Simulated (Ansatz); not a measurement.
A nudged elastic band was laid between two geometries of Cl2FGeH + H2O (8 atoms, charge 0, multiplicity 1).

Theory: RKS PBE0-D4/def2-mTZVP in Ansatz.

```yaml
movable_images: 5
climbing_image: yes
spring: 5.0 eV/Å²
optimiser: quadratic models (default)
start_path: through a guess of the saddle point
force_threshold: 0.03 eV/Å
iteration_limit: 60
end_points: relaxed
```

First end point:

```xyz
8
Properties=species:S:1:pos:R:3
Ge 0.355 0.055 -0.212
F 0.209 -0.008 1.513
H 1.849 0.023 -0.521
Cl -0.518 1.845 -0.934
Cl -0.576 -1.683 -1.022
O -2.582 0.045 1.023
H -2.958 -0.821 0.835
H -2.072 -0.086 1.832
```

Last end point:

```xyz
8
Properties=species:S:1:pos:R:3
Ge -0.336 -0.080 -0.595
F -0.635 0.082 3.165
H 1.049 -0.062 0.027
Cl -0.794 1.728 -1.634
Cl -0.594 -1.701 -1.961
O -1.504 -0.278 0.725
H -2.431 -0.256 0.458
H -1.049 -0.063 2.331
```

(1) What changes between the two ends?

(2) Give the energies along the band, and the barrier.

(3) What is the geometry of the highest image?

(4) What are the harmonic wavenumbers there?

The band took 25 iterations and about 24 core-minutes.

Answers

(1) Bonds broken: Ge1–F2, O6–H8. Bonds formed: Ge1–O6, F2–H8. Cl2FGeH + H2O becomes Cl2GeH2O + FH.

(2) The run converged. The highest image is number 3 of 0 to 6, 0.81 eV above the first end and 0.76 eV above the last; the last end lies 0.05 eV above the first. A vibrational analysis at the climbing image gives one clearly imaginary mode, 669i cm⁻¹: a first-order saddle point. The orbitals stay closed-shell, which can raise the energy where a bond breaks towards radicals; this wasn't checked here.

```csv
image,path coordinate (Å),energy (eV),Ge1–F2 (Å),O6–H8 (Å),Ge1–O6 (Å)
0,0.00,0.00,1.73,0.96,3.19
1,0.87,0.13,1.75,0.97,2.57
2,1.74,0.38,1.80,0.97,2.15
3,2.61,0.81,2.09,1.13,1.92
4,3.64,0.13,3.04,1.67,1.79
5,4.66,0.06,3.58,1.68,1.78
6,5.69,0.05,3.78,1.68,1.77
```

(3) 
```xyz
8
Properties=species:S:1:pos:R:3:forces:R:3
Ge -0.321 -0.004 -0.173 0.00 0.00 0.00
F -0.210 0.772 1.767 0.00 0.00 0.00
H 1.047 -0.585 0.149 0.00 0.00 0.00
Cl -0.479 1.928 -1.033 0.00 0.00 0.00
Cl -1.003 -1.366 -1.750 0.00 0.00 0.00
O -1.897 -0.311 0.871 0.01 -0.01 0.01
H -2.131 -1.241 0.992 -0.01 0.00 0.00
H -1.298 0.177 1.691 0.00 0.00 -0.01
```

(4) 669i, 88, 158, 171, 212, 378, 417, 448, 529, 571, 629, 774, 844, 921, 1367, 2021, 2231, 3845 cm⁻¹.

Run time: 6.4 min on 4 threads of Arm Neoverse V1 (shared host), peak memory 0.38 GiB.
